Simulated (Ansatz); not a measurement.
Energy profile

The step: BCl₃ ([Cl][B]([Cl])[Cl]) + HF + HF → BCl₂F ([F][B]([Cl])[Cl]) + HCl + HF; bonds formed: B1–F6, Cl2–H7, H5–F8; bonds broken: B1–Cl2, H5–F6, H7–F8 (atoms numbered as in the saddle structure below).

```
8
angstrom
B -0.4061 -0.8917 0.0390
Cl 1.5304 -0.5636 0.0384
Cl -0.7901 -2.2096 -1.0846
Cl -0.9784 -1.0317 1.7240
H -0.2699 1.3087 -0.2756
F -0.9455 0.3947 -0.5312
H 1.2385 1.0576 0.0933
F 0.6209 1.9357 -0.0032
```

Electronic energies by CCSD(T) at an estimated basis limit (MP2 extrapolated from triple and quadruple zeta, plus CCSD(T) − MP2 in triple zeta), on PBE0-D4/def2-TZVP structures; BH2Cl3F2, closed shell; no counterpoise correction. Program: Ansatz 0.2.0. Basis: def2-TZVPP and def2-QZVPP. Cores are frozen in the correlated methods. Extrapolation: Hartree–Fock as exp(−7.88 √X), correlation as X^−2.97.

**Question.** Give the profile in eV, counted from the separated reactants. (To be estimated.)

**Answer.** By the calculation:
```
                                                                                                                   point      eV
 separated: BCl3 (linked as [Cl][B]([Cl])[Cl]; B1, Cl2, Cl3, Cl4; singlet) + HF (H5, F6; singlet) + HF (H7, F8; singlet)   0.000
                                                                                                         start structure  -0.393
                                                                                                                  saddle   0.069
                                                                                                           end structure  -0.875
separated: BCl2F (linked as [F][B]([Cl])[Cl]; B1, Cl3, Cl4, F6; singlet) + HCl (Cl2, H7; singlet) + HF (H5, F8; singlet)  -0.557
```

No T1 diagnostic of these runs exceeds 0.012.

For scale, one of the runs: CCSD(T)/def2-TZVPP, 247 basis functions, launched by `ansatz run in.yaml --threads 8 --pin off --events-out ev --progress --plain --max-ram 19148MiB`. The run took 110 s on 8 CPU threads of an Arm Neoverse V2 (shared host), with 5.2 GiB of host memory at its peak.
